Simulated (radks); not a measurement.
Q: Valence configurations of the krypton ion Kr+ (all share [Ar]). Method: Dirac Kohn-Sham, BLYP, spin-unpolarised, spherical densities, finite nucleus; open shells fill j = l - 1/2 first; Fermi nuclear charge, rms radius 4.1884 fm; computed with a radial shooting solver on a logarithmic mesh with Libxc functionals. Order these by energy: 3d10 4s1 4p6; 3d9 4s2 4p6; 3d10 4s1.5 4p5.5; 3d10 4s2 4p5.

A: From the lowest, in eV above it: 3d10 4s2 4p5 0.000; 3d10 4s1.5 4p5.5 7.366; 3d10 4s1 4p6 14.775; 3d9 4s2 4p6 79.303. NIST lists [Ar] 3d10 4s2 4p5 as the ground configuration; this level of theory agrees among the configurations tried. The energies are those of spherical spin-averaged densities, not of single terms.
